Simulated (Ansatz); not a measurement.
A geometry optimisation of H7NSi2Zn with B3LYP/6-31G*

The starting geometry of this gas-phase singlet was optimised with GFN2-xTB; its bonds are those of `[SiH3]N[SiH2][ZnH]`.

```xyz
11

N    -1.7154    0.2468    1.2443
Si   -2.6328    1.7007    0.8656
Si   -0.0309   -0.0586    1.1348
Zn   -1.2014    2.7689   -0.6667
H    -2.9306    2.3422    2.1713
H    -3.9539    1.1499    0.4943
H    -2.2235   -0.4228    1.8015
H     0.4308    0.8351    0.0378
H     0.7051    0.2698    2.3618
H     0.1611   -1.4689    0.8015
H    -0.1914    3.4894   -1.6387
```

Task: Predict what becomes of its bonds when it is optimised with B3LYP/6-31G*.

Result: It keeps its bonds, and is `[SiH3]N[SiH2][ZnH]`.

The energy falls by 0.17 eV over 25 steps:

```tsv
step	E − E(last) (eV)
1	0.168
4	0.007
6	0.003
9	0.001
12	0.000
14	0.000
17	0.000
20	0.000
22	0.000
25	0.000
```

Final geometry (Å):

```tsv
atom	x (Å)	y (Å)	z (Å)
N	-1.7066	0.2582	1.4894
Si	-2.6243	1.6349	0.8636
Si	-0.0502	-0.0910	1.1317
Zn	-1.1629	2.7398	-0.6011
H	-3.1127	2.4820	2.0000
H	-3.8857	1.1401	0.2233
H	-2.1843	-0.3594	2.1408
H	0.3407	0.9207	0.0992
H	0.8832	0.0594	2.2849
H	0.1682	-1.4512	0.5635
H	-0.2484	3.5192	-1.5878
```

Frequencies at the end are all real (lowest 18 cm⁻¹). Run with Ansatz 0.2.0, 71 s on 2 threads of Arm Neoverse V2, on a shared host.
